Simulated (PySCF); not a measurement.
Mg (magnesium, neutral) across methods

[Ne] 3s1 4s1, high-spin 3S determinant (an excited configuration). All numbers are calculated (PySCF 2.14, no relativity, point nucleus, in aug-cc-pVQZ).

```json
{"method": "UHF", "E (hartree)": "-199.45979", "mean ε 2p β (eV)": "-67.007", "mean ε 3s α (eV)": "-11.346", "mean ε 4s α (eV)": "-2.403", "Σ⟨r²⟩ (bohr²)": "99.05", "⟨S²⟩": "2.000"}
{"method": "r2SCAN", "E (hartree)": "-199.8635", "mean ε 2p β (eV)": "-53.395", "mean ε 3s α (eV)": "-8.516", "mean ε 4s α (eV)": "-1.578", "Σ⟨r²⟩ (bohr²)": "93.65", "⟨S²⟩": "2.000"}
{"method": "PBE0", "E (hartree)": "-199.7879", "mean ε 2p β (eV)": "-55.978", "mean ε 3s α (eV)": "-9.142", "mean ε 4s α (eV)": "-1.885", "Σ⟨r²⟩ (bohr²)": "92.63", "⟨S²⟩": "2.000"}
{"method": "PBE", "E (hartree)": "-199.7687", "mean ε 2p β (eV)": "-51.944", "mean ε 3s α (eV)": "-8.284", "mean ε 4s α (eV)": "-1.626", "Σ⟨r²⟩ (bohr²)": "90.76", "⟨S²⟩": "2.000"}
{"method": "LDA", "E (hartree)": "-198.9453", "mean ε 2p β (eV)": "-52.095", "mean ε 3s α (eV)": "-8.405", "mean ε 4s α (eV)": "-1.617", "Σ⟨r²⟩ (bohr²)": "90.75", "⟨S²⟩": "2.000"}
{"method": "CAM-B3LYP", "E (hartree)": "-199.8856", "mean ε 2p β (eV)": "-57.447", "mean ε 3s α (eV)": "-10.396", "mean ε 4s α (eV)": "-2.160", "Σ⟨r²⟩ (bohr²)": "94.14", "⟨S²⟩": "2.000"}
{"method": "HSE06", "E (hartree)": "-199.8023", "mean ε 2p β (eV)": "-55.537", "mean ε 3s α (eV)": "-8.765", "mean ε 4s α (eV)": "-1.640", "Σ⟨r²⟩ (bohr²)": "92.43", "⟨S²⟩": "2.000"}
```

Q: Estimate the same row for r2SCAN0.

A: E (hartree) = -199.8594; mean ε 2p β (eV) = -57.005; mean ε 3s α (eV) = -9.293; mean ε 4s α (eV) = -1.813; Σ⟨r²⟩ (bohr²) = 93.54; ⟨S²⟩ = 2.000.

The outer electron is Rydberg-like, and this basis confines it to a smaller radius and binds it less than a complete one would.
